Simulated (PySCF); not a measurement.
Level of theory: PBE-D3(BJ)/def2-TZVP // B3LYP-D3(BJ)/def2-SVP in PySCF 2.14.0. Gas-phase values, no solvent. One relaxed conformer stands for a flexible species; it need not be the lowest. Excitations are Tamm–Dancoff values on a coarser integration grid. The basis has no diffuse functions, so Rydberg states are missing or too high.

Reference species (SMILES): `C(C)[Si](I)(CC)CC` (neutral, multiplicity 1).

```yaml
S1–T1 gap (TDA): 0.41 eV
T1 excitation (TDA): 5.08 eV
```

Changed species: `CC[Si](CC)(CC)CC` (0 of 4 C2H5 replaced by I; the reference has 1 of 4 C2H5 replaced by I).

Question: Give the shifts of the S1–T1 gap (TDA) and T1 excitation (TDA).

Answer: the S1–T1 gap (TDA) drops by 0.32 eV, to 0.09 eV; the T1 excitation (TDA) goes up by 1.38 eV, to 6.46 eV.
